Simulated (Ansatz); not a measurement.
The cluster Be₆S₅, relaxed as a singlet with RKS r2SCAN-D4/def2-SVP in Ansatz, starting from the GFN1-xTB geometry. Force threshold 0.02 eV/Å.

The structure comes from a short search, and lower isomers may exist.

Start:

```xyz
11

Be   -0.7944    1.4953    0.2590
Be   -0.2138   -1.8499    0.2434
Be    2.1645    1.4786    0.9610
Be    0.9479   -0.5174   -1.2416
Be    1.2732   -0.1680    1.4564
Be   -2.0102   -0.1661   -0.4641
S    -2.5148    1.7207   -0.6483
S    -0.8675   -0.3020    1.5079
S     1.8044   -1.7486    0.2036
S     1.1002    1.4743   -0.6541
S    -0.8896   -1.4169   -1.6232
```

```csv
step,energy (eV),largest force component (eV/Å),SCF passes
1,-56571.7484,1.828,19
2,-56572.1965,0.562,25
3,-56572.3440,0.348,20
4 (rejected),-56572.3069,0.914,23
5,-56572.4078,0.198,19
6,-56572.4549,0.167,19
7,-56572.5386,0.273,25
8,-56572.6280,0.689,25
9,-56572.7402,0.600,25
10,-56572.9416,0.286,24
11,-56572.9885,0.777,25
12,-56573.1697,0.607,24
13,-56573.3918,0.383,24
14,-56573.5316,0.312,24
15,-56573.5688,0.591,24
16,-56573.6241,0.214,20
17,-56573.7463,0.437,25
18,-56573.8847,0.367,24
19,-56574.0124,0.447,20
20,-56574.1840,0.539,19
21,-56574.3374,0.485,24
22 (rejected),-56574.2675,0.972,25
23,-56574.3910,0.373,19
24,-56574.4040,0.068,20
25 (rejected),-56574.4016,0.108,20
26,-56574.4054,0.010,20
```

Force components are those of the run's own axes.

End:

```xyz
11

Be   -0.046    1.866   -0.113
Be    0.121   -1.743    0.265
Be    1.543    0.631    0.560
Be    1.029   -0.379   -1.450
Be   -0.490    0.642    1.563
Be   -1.779   -0.363   -0.066
S    -1.959    1.651    0.368
S    -1.234   -1.282    1.719
S     2.103   -1.300    0.074
S     1.498    1.631   -1.336
S    -0.787   -1.354   -1.584
```

Bonds lost: Be1–S8, Be5–S9 (atoms count from 1). Bonds formed: Be3–S9, Be5–S7 (atoms count from 1). Metal–metal contacts that move far: Be1–Be3 3.04 to 2.12 Å, Be1–Be5 2.91 to 2.12 Å, Be1–Be6 2.18 to 2.82 Å. The end is the same structure that another start reached, the lowest one found.

No frequencies were taken in this run, so the end may be a saddle point.

Hardware: 4 threads of Arm Neoverse V1 on a shared host. Wall time 1.9 min.
